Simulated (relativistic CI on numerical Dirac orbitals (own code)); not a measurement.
**Fe5+: M2,3 absorption edge**

Computed with this model: Dirac-Coulomb-Breit CI, KLI orbitals optimised for each configuration, a model potential for QED, multiplet model of core-to-valence dipole absorption, unscaled Slater integrals; configurations [Ar] 3d3 → [Ne] 3s2 3p5 3d4; 80 K; Lorentzian 0.48 eV and Gaussian 0.3 eV FWHM. Energies are those of the free ion, without screening or charge transfer. The branching ratio is the share of the lower-energy edge in the whole absorption, uncertain by about 0.02 where the edges overlap. S is read from ⟨S²⟩ = S(S + 1).

Field parameters in Wybourne normalisation: Td as Oh with Dq negative (B⁴₀ = 21Dq, B⁴₄ = √(5/14) B⁴₀). The field is a parameter set, without covalency.

Peaks in eV (height, largest 100): 62.1 (36), 63.6 (47), 64.8 (17), 67.7 (19), 69.6 (87), 77.4 (100), 78.2 (34).

(1) Which surroundings give this spectrum?
A. Td, 10Dq = -2600 cm⁻¹
B. Td, 10Dq = -12450 cm⁻¹
C. free ion
D. Td, 10Dq = -9200 cm⁻¹

## Answers

(1) D. Td, 10Dq = -9200 cm⁻¹, where the ground state has S = 1.50.
